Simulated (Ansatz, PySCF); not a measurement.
Spin states of H2W (SMILES [WH2]), each relaxed with B3LYP-D3(BJ)/def2-TZVP.
State 1 (charge 0, multiplicity 5):
```csv
atom,x (Å),y (Å),z (Å)
W,0.5749,0.1210,0.1867
H,-0.0760,-1.4525,-0.0557
H,-0.5319,1.3790,-0.2013
```
State 2 (charge 0, multiplicity 1):
```xyz
3

W      0.5613     0.1186     0.1818
H     -0.0709    -1.4396    -0.0538
H     -0.5235     1.3684    -0.1983
```

Singlets are restricted, other states unrestricted; no spin–orbit coupling, no relativity up to Kr; see below for the cores. The largest T1 diagnostic is 0.027.

Correlated levels freeze the inner cores; with def2 sets outer-core shells near the valence are correlated too. CBS(a, b) extrapolates the correlation energy as X⁻³ and adds the Hartree–Fock energy of set b.

Programs: Ansatz (Gaussian basis) for Hartree–Fock, density functionals and correlated methods; PySCF for the dispersion terms. Values without a source in brackets are computed. In def2 rows elements past Kr take small-core potentials, without spin–orbit coupling.

```
level                                energy of the multiplicity-1 state less that of the multiplicity-5 state (kcal/mol)
-----------------------------------  -----------------------------------------------------------------------------------
PBE/def2-TZVPP                                                                                                     53.19
PBE-D3(BJ)/def2-TZVPP                                                                                              53.19
r2SCAN-D4/def2-TZVPP                                                                                               63.37
PBE0-D4/def2-TZVPP                                                                                                 56.73
BHLYP-D3(BJ)/def2-TZVPP                                                                                            47.33
CAM-B3LYP/def2-TZVPP                                                                                               44.94
CCSD/def2-SVP                                                                                                      51.34
CCSD(T)/def2-QZVPP                                                                                            (withheld)
CCSD(T)/CBS(def2-TZVPP, def2-QZVPP)                                                                           (withheld)
```

Problem. Complete the blanks.

Solution. 
- CCSD(T)/def2-QZVPP, energy of the multiplicity-1 state less that of the multiplicity-5 state (kcal/mol): 43.11
- CCSD(T)/CBS(def2-TZVPP, def2-QZVPP), energy of the multiplicity-1 state less that of the multiplicity-5 state (kcal/mol): 42.23

Doubts at one or more of the structures used: a restricted determinant that unrestricted orbitals would lower (CCSD/def2-SVP, CCSD(T)/def2-QZVPP, CCSD(T)/CBS(def2-TZVPP, def2-QZVPP)).

Ansatz is a quantum-chemistry and plane-wave program.
